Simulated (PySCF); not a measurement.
C₂H₂F₂, charge +1, doublet, geometry from GFN2-xTB (a state made from the parent by changing its charge; the spin is typed, not shown lowest), with bond 4-2 at 2.4 times its length; PySCF with CASSCF(5,5)/6-31G*.

Here is a job for PySCF.
```python
from pyscf import gto, scf, mcscf
import numpy

mol = gto.M(
    atom='''
C     1.387887   -0.188717   -0.075530
C     0.013906   -0.001891   -0.000757
F    -0.824928   -0.962626    0.051386
F    -1.314193    2.758205    0.055935
H     2.060325    0.668102   -0.117853
H     1.808475   -1.194159   -0.092689
''',
    basis='6-31g*',
    charge=1,
    spin=1,
    verbose=4,
)

mf = scf.ROHF(mol)
mf.kernel()
mc = mcscf.CASSCF(mf, 5, 5)
mc.fix_spin_(ss=0.75)
mc.kernel()
occ = numpy.linalg.eigvalsh(mc.fcisolver.make_rdm1(mc.ci, mc.ncas, mc.nelecas))[::-1]
ss = mc.fcisolver.spin_square(mc.ci, mc.ncas, mc.nelecas)[0]
print('natural occupations', occ.round(4), ' <S^2>', round(ss, 4))
```

The log (banner, timings and long lists left out):

```
PySCF version 2.14.0

[INPUT] verbose = 4
[INPUT] num. atoms = 6
[INPUT] num. electrons = 31
[INPUT] charge = 1
[INPUT] spin (= nelec alpha-beta = 2S) = 1
[INPUT] symmetry False subgroup None
[INPUT] Mole.unit = angstrom
[INPUT] Symbol           X                Y                Z      unit          X                Y                Z       unit  Magmom
[...]
nuclear repulsion = 90.5993142869626
number of shells = 28
number of NR pGTOs = 116
number of NR cGTOs = 60
basis = 6-31g*
ecp = {}

******** <class 'pyscf.scf.rohf.ROHF'> ********
method = ROHF
initial guess = minao
damping factor = 0
level_shift factor = 0
DIIS = <class 'pyscf.scf.diis.CDIIS'>
diis_start_cycle = 1
diis_space = 8
diis_damp = 0
SCF conv_tol = 1e-09
SCF conv_tol_grad = None
SCF max_cycles = 50
direct_scf = True
direct_scf_tol = 1e-13
num. doubly occ = 15  num. singly occ = 1
Set gradient conv threshold to 3.16228e-05
init E= -275.496125658208
[...]
cycle= 1 E= -274.524068282358  delta_E= 0.972  |g|= 1.14  |ddm|= 1.43
[...]
cycle= 2 E= -266.390329207595  delta_E= 8.13  |g|=  3.2  |ddm|= 2.74

WARN: HOMO 1.17408097714552 >= LUMO -0.566832449763974

cycle= 3 E= -272.004002830592  delta_E= -5.61  |g|= 1.56  |ddm|=  3.4
[...]
cycle= 4 E= -274.670724919672  delta_E= -2.67  |g|= 0.997  |ddm|= 2.07
[...]
cycle= 5 E= -274.653536724509  delta_E= 0.0172  |g|= 1.02  |ddm|= 0.136
[...]
cycle= 6 E= -274.650674832704  delta_E= 0.00286  |g|= 1.03  |ddm|= 0.0248
[...]
cycle= 7 E= -274.669196474731  delta_E= -0.0185  |g|= 0.981  |ddm|= 0.0557
[...]
cycle= 8 E= -274.774227275655  delta_E= -0.105  |g|= 0.641  |ddm|= 0.292

WARN: HOMO -0.435293166352328 >= LUMO -0.582292691816179

cycle= 9 E= -274.463536195632  delta_E= 0.311  |g|= 1.28  |ddm|= 1.49

WARN: HOMO -0.409053014914726 >= LUMO -0.476963531983075

cycle= 10 E= -275.052276164414  delta_E= -0.589  |g|= 0.638  |ddm|= 1.18
[...]
cycle= 11 E= -275.111537031403  delta_E= -0.0593  |g|= 0.485  |ddm|= 0.147
[...]
cycle= 12 E= -275.15054442678  delta_E= -0.039  |g|= 0.361  |ddm|= 0.16
[...]
cycle= 13 E= -275.167653945543  delta_E= -0.0171  |g|= 0.282  |ddm|= 0.118
[...]
cycle= 14 E= -275.174295704528  delta_E= -0.00664  |g|= 0.238  |ddm|= 0.0703
[...]
cycle= 15 E= -275.179748612675  delta_E= -0.00545  |g|= 0.191  |ddm|= 0.0526
[...]
cycle= 16 E= -275.182581416574  delta_E= -0.00283  |g|= 0.16  |ddm|= 0.0392
[...]
cycle= 17 E= -275.188434929163  delta_E= -0.00585  |g|= 0.0272  |ddm|= 0.102
[...]
cycle= 18 E= -275.188683828844  delta_E= -0.000249  |g|= 0.00547  |ddm|= 0.0242
[...]
cycle= 19 E= -275.188706044577  delta_E= -2.22e-05  |g|= 0.00166  |ddm|= 0.00677
[...]
cycle= 20 E= -275.188709024959  delta_E= -2.98e-06  |g|= 0.000882  |ddm|= 0.0025
[...]
cycle= 21 E= -275.188709616733  delta_E= -5.92e-07  |g|= 0.000277  |ddm|= 0.00121
[...]
cycle= 22 E= -275.188709680927  delta_E= -6.42e-08  |g|= 7.15e-05  |ddm|= 0.000444
[...]
cycle= 23 E= -275.188709684089  delta_E= -3.16e-09  |g|= 3.86e-05  |ddm|= 0.000113
[...]
cycle= 24 E= -275.188709685508  delta_E= -1.42e-09  |g|= 1.77e-05  |ddm|= 7.37e-05
[...]
cycle= 25 E= -275.18870968563  delta_E= -1.22e-10  |g|= 1.36e-05  |ddm|= 5.48e-05
[...]
Extra cycle  E= -275.188709685219  delta_E= 4.1e-10  |g|= 2.07e-05  |ddm|= 7.14e-05
converged SCF energy = -275.188709685219

******** <class 'pyscf.mcscf.mc1step.CASSCF'> ********
CAS (3e+2e, 5o), ncore = 13, nvir = 42
max_cycle_macro = 50
max_cycle_micro = 4
conv_tol = 1e-07
conv_tol_grad = None
orbital rotation max_stepsize = 0.02
orbital rotation threshold for CI restart = 0.01
augmented hessian ah_max_cycle = 30
augmented hessian ah_conv_tol = 1e-12
augmented hessian ah_linear dependence = 1e-14
augmented hessian ah_level shift = 1e-08
augmented hessian ah_start_tol = 2.5
augmented hessian ah_start_cycle = 3
augmented hessian ah_grad_trust_region = 3
kf_trust_region = 3
kf_interval = 4
ci_response_space = 4
ci_grad_trust_region = 3
with_dep4 0
natorb = False
canonicalization = True
sorting_mo_energy = False
ao2mo_level = 2
[...]
CASCI E = -275.232064327083  S^2 = 0.7500000
[...]
macro iter  32 ( 21 JK    4 micro), CASSCF E = -275.272036464934  dE = -5.30081377e-04  S^2 = 0.7500000
               |grad[o]|=0.00249  |grad[c]|=0.00898  |ddm|=0.0119  |maxRot[o]|=0.155
macro iter  33 ( 21 JK    4 micro), CASSCF E = -275.272579228498  dE = -5.42763565e-04  S^2 = 0.7500000
               |grad[o]|=0.00445  |grad[c]|=0.00935  |ddm|=0.0104  |maxRot[o]|=0.0981
macro iter  34 ( 21 JK    4 micro), CASSCF E = -275.272842625999  dE = -2.63397501e-04  S^2 = 0.7500000
               |grad[o]|=0.00445  |grad[c]|=0.00984  |ddm|=0.00713  |maxRot[o]|=0.0584
macro iter  35 ( 21 JK    4 micro), CASSCF E = -275.272939390195  dE = -9.67641960e-05  S^2 = 0.7500000
               |grad[o]|=0.00468  |grad[c]|=0.0104  |ddm|=0.007  |maxRot[o]|=0.0395
macro iter  36 ( 21 JK    4 micro), CASSCF E = -275.272980870964  dE = -4.14807690e-05  S^2 = 0.7500000
               |grad[o]|=0.00514  |grad[c]|=0.0111  |ddm|=0.00853  |maxRot[o]|=0.0303
macro iter  37 ( 21 JK    4 micro), CASSCF E = -275.272992184023  dE = -1.13130596e-05  S^2 = 0.7500000
               |grad[o]|=0.00573  |grad[c]|=0.0117  |ddm|=0.0097  |maxRot[o]|=0.0258
macro iter  38 ( 21 JK    4 micro), CASSCF E = -275.272991483788  dE =  7.00235205e-07  S^2 = 0.7500000
               |grad[o]|=0.00633  |grad[c]|=0.0118  |ddm|=0.0101  |maxRot[o]|=0.021
macro iter  39 ( 21 JK    4 micro), CASSCF E = -275.273761050738  dE = -7.69566950e-04  S^2 = 0.7500000
               |grad[o]|=0.00682  |grad[c]|=0.00277  |ddm|=0.00157  |maxRot[o]|=0.0568
macro iter  40 ( 21 JK    4 micro), CASSCF E = -275.273979756189  dE = -2.18705450e-04  S^2 = 0.7500000
               |grad[o]|=0.00585  |grad[c]|=0.00657  |ddm|=0.00364  |maxRot[o]|=0.0246
macro iter  41 ( 21 JK    4 micro), CASSCF E = -275.274109501173  dE = -1.29744985e-04  S^2 = 0.7500000
               |grad[o]|=0.00529  |grad[c]|=0.00869  |ddm|=0.00566  |maxRot[o]|=0.018
macro iter  42 ( 21 JK    4 micro), CASSCF E = -275.274256862789  dE = -1.47361615e-04  S^2 = 0.7500000
               |grad[o]|=0.00523  |grad[c]|= 0.01  |ddm|=0.00714  |maxRot[o]|=0.0206
macro iter  43 ( 21 JK    4 micro), CASSCF E = -275.274390737122  dE = -1.33874334e-04  S^2 = 0.7500000
               |grad[o]|=0.00542  |grad[c]|=0.0103  |ddm|=0.00715  |maxRot[o]|=0.019
macro iter  44 ( 21 JK    4 micro), CASSCF E = -275.274507509297  dE = -1.16772174e-04  S^2 = 0.7500000
               |grad[o]|=0.0056  |grad[c]|=0.0102  |ddm|=0.00666  |maxRot[o]|=0.0162
macro iter  45 ( 21 JK    4 micro), CASSCF E = -275.274607619600  dE = -1.00110304e-04  S^2 = 0.7500000
               |grad[o]|=0.00559  |grad[c]|=0.00987  |ddm|=0.00616  |maxRot[o]|=0.0149
macro iter  46 ( 21 JK    4 micro), CASSCF E = -275.274692699773  dE = -8.50801722e-05  S^2 = 0.7500000
               |grad[o]|=0.00548  |grad[c]|=0.00952  |ddm|=0.00575  |maxRot[o]|=0.0137
macro iter  47 ( 21 JK    4 micro), CASSCF E = -275.274764666440  dE = -7.19666677e-05  S^2 = 0.7500000
               |grad[o]|=0.00535  |grad[c]|=0.00919  |ddm|=0.0057  |maxRot[o]|=0.0126
macro iter  48 ( 21 JK    4 micro), CASSCF E = -275.274825133300  dE = -6.04668597e-05  S^2 = 0.7500000
               |grad[o]|=0.00521  |grad[c]|=0.0089  |ddm|=0.00542  |maxRot[o]|=0.0116
macro iter  49 ( 21 JK    4 micro), CASSCF E = -275.274875413387  dE = -5.02800867e-05  S^2 = 0.7500000
               |grad[o]|=0.0051  |grad[c]|=0.00866  |ddm|=0.00513  |maxRot[o]|=0.0106
macro iter  50 ( 21 JK    4 micro), CASSCF E = -275.274917412194  dE = -4.19988072e-05  S^2 = 0.7500000
               |grad[o]|=0.005  |grad[c]|=0.00846  |ddm|=0.00491  |maxRot[o]|=0.0097
1-step CASSCF not converged,  50 macro (948 JK 190 micro) steps
CASSCF canonicalization
Density matrix diagonal elements [1.9909461  0.9787953  0.99991145 1.00007771 0.03026944]
CASSCF energy = -275.274917412194
CASCI E = -275.274917412194  E(CI) = -8.39413168520480  S^2 = 0.7500000
natural occupations [1.9914 1.0082 1.0003 0.9902 0.01  ]  <S^2> 0.75
```

The run did not converge; its last values are not results.
